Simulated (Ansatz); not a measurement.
Cost and result for the atomization energy of `CN[SiH](S)Cl` (11 atoms, 10 bonds).

| atom | x (Å) | y (Å) | z (Å) |
| --- | --- | --- | --- |
| C1 | -0.089 | -0.917 | -1.360 |
| N2 | 0.426 | 0.308 | -0.780 |
| Si3 | 0.304 | 0.773 | 0.841 |
| S4 | -1.759 | 0.730 | 1.353 |
| Cl5 | 1.289 | -0.448 | 2.195 |
| H6 | 0.669 | -1.706 | -1.416 |
| H7 | -0.913 | -1.289 | -0.749 |
| H8 | -0.479 | -0.737 | -2.365 |
| H9 | 1.151 | 0.748 | -1.325 |
| H10 | 0.941 | 2.101 | 0.959 |
| H11 | -1.541 | 0.437 | 2.645 |

Charge 0, multiplicity 1. The geometry is a stationary point of PBE0-D4/def2-TZVP. It is one conformer, not always the lowest. Program: Ansatz. All runs use 4 threads of an Arm Neoverse V1 on a shared host. Times are those of one run each, without the atoms' runs, and a repeat can differ threefold. Electronic energies, without spin–orbit coupling; frozen cores. CCSD(T)/CBS adds CCSD(T) − MP2 in def2-TZVPP to the MP2 limit, and its time is that of the two runs behind it. T1 = 0.010. B3LYP takes the VWN-RPA correlation (the form of Gaussian; ORCA's B3LYP/G).

CCSD(T)/CBS is a level of theory with its own doubt, some kJ/mol a heavy atom from the limit and from the frozen cores, so smaller differences don't rank the functionals.

```tsv
level	functions	wall time	atomization (kcal/mol)	difference from CCSD(T)/CBS	per bond
PBE-D4/def2-TZVPP (with forces)	272	3.1 s	922.0	12.0	1.2
PBE0-D4/def2-TZVPP	272	4.2 s	909.4	-0.6	-0.1
r2SCAN-D4/def2-TZVPP (with forces)	272	6 s	909.7	-0.3	0.0
B3LYP-D4/def2-TZVPP (with forces)	272	6.5 s	907.6	-2.4	-0.2
B2PLYP/def2-TZVPP	272	7 s	895.4	-14.6	-1.5
ωB97X-V/def2-TZVPP	272	10 s	915.4	5.4	0.5
ωB97M-V/def2-TZVPP (with forces)	272	15 s	915.2	5.2	0.5
MP2/def2-QZVPP	504	26 s	910.8	0.8	0.1
CCSD(T)/def2-TZVPP	272	3.5 min	881.2	-28.8	-2.9
CCSD(T)/CBS(def2)	–	3.9 min	910.0	0.0	0.0
```

The D4 term adds +11.6 kcal/mol with B3LYP and +6.1 kcal/mol with PBE0; it sums over pairs of atoms, weighted by their polarisabilities, and B3LYP, whose exchange is more repulsive, gets the larger term. From PBE to PBE0 (25 % exact exchange), in def2-TZVPP and without D4, the atomization energy moves by −11.6 kcal/mol: exact exchange takes away binding that semilocal exchange gives to molecules. In def2-TZVPP, CCSD(T) changes the Hartree–Fock value by +227.9 kcal/mol (the triples alone add +13.8 kcal/mol) and MP2 by +240.4 kcal/mol; breaking electron pairs costs correlation energy, which Hartree–Fock lacks.
